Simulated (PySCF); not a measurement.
Isomers of C4H6Cl2Si.

All values: PBE0/pcSseg-1 (PySCF) at GFN2-xTB geometries, gas phase, one conformer each.

**Question.** Rank by the lowest IAO charge on any atom, lowest value first.
A. `[SiH3]CC#CC(Cl)Cl`
B. `[Cl:1][CH2:2][C:3]1=[CH:4][SiH2:5][C@H:6]1[Cl:7]` with Cl1–C2–C3–C4 105°
C. `[Cl:1][CH2:2][SiH2:3][C:4]1=[CH:5][C@@H:6]1[Cl:7]` with Cl1–C2–Si3–C4 58°, C2–Si3–C4–C5 -32°

**Answer.** A (-0.551 e), C (-0.526 e), B (-0.410 e).

All values together:

| SMILES | μ (D) | HOMO (eV) | LUMO (eV) | lowest IAO charge (e) | highest IAO charge (e) | lowest Hirshfeld charge (e) | highest Hirshfeld charge (e) |
| --- | --- | --- | --- | --- | --- | --- | --- |
| [SiH3]CC#CC(Cl)Cl | 3.00 | -7.72 | -0.59 | -0.551 (C) | +0.636 (Si) | -0.134 (C) | +0.340 (Si) |
| ClCC1=C[SiH2][C@H]1Cl | 2.36 | -7.84 | -1.13 | -0.410 (C) | +0.765 (Si) | -0.133 (C) | +0.353 (Si) |
| ClC[SiH2]C1=C[C@@H]1Cl | 3.02 | -7.70 | -1.11 | -0.526 (C) | +0.784 (Si) | -0.124 (C) | +0.358 (Si) |
| ClC[SiH2]C1(Cl)C=C1 | 1.89 | -7.74 | -0.71 | -0.528 (C) | +0.772 (Si) | -0.126 (C) | +0.317 (Si) |

Conformers: `[Cl:1][CH2:2][C:3]1=[CH:4][SiH2:5][C@H:6]1[Cl:7]` with Cl1–C2–C3–C4 105°; `[Cl:1][CH2:2][SiH2:3][C:4]1=[CH:5][C@@H:6]1[Cl:7]` with Cl1–C2–Si3–C4 58°, C2–Si3–C4–C5 -32°; `[Cl:1][CH2:2][SiH2:3][C:4]1([Cl:5])[CH:6]=[CH:7]1` with Cl1–C2–Si3–C4 65°, C2–Si3–C4–Cl5 70°.
